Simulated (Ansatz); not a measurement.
H3AlGe, SMILES `[AlH2][GeH]` (singlet; the order of the spin states depends on the level) (charge 0, multiplicity 1). This singlet lies 0.24 eV below the relaxed triplet at the level composite: frozen-core CCSD(T) with HF/cc-pVQZ and the correlation energy extrapolated as X^-3 from cc-pVTZ and cc-pVQZ, plus CCSDT(Q) minus CCSD(T) in cc-pVDZ // PBE0-D3(BJ)/def2-TZVP (Ansatz, a first-principles code); other levels give the other order.

Cartesian coordinates (Å):
SMILES: [AlH2][GeH]
```xyz
5

Al    -0.6721     0.1292     0.1189
Ge     1.6030    -0.5971     0.9136
H     -1.6981    -0.9251    -0.5039
H     -1.0873     1.6717     0.1216
H      1.8546    -0.2787    -0.6502
```
Charge 0, spin multiplicity 1.

Frozen-core energies in cc-pVTZ from Ansatz at a geometry from PBE0-D3(BJ)/def2-TZVP; the HF reference has <S^2> = 0.00 (restricted, and unstable towards unrestricted orbitals) and the T1 diagnostic is 0.012.

| level | energy (Ha) | difference from CCSDT(Q) (mHa) |
|---|---|---|
| HF | -2319.02203 | 299.62 |
| MP2 | -2319.27385 | 47.79 |
| CCSD | -2319.30929 | 12.36 |
| CCSD(T) | -2319.32063 | 1.01 |
| CCSDT | -2319.32157 | 0.08 |
| CCSDT(Q) | -2319.32165 | 0.00 |
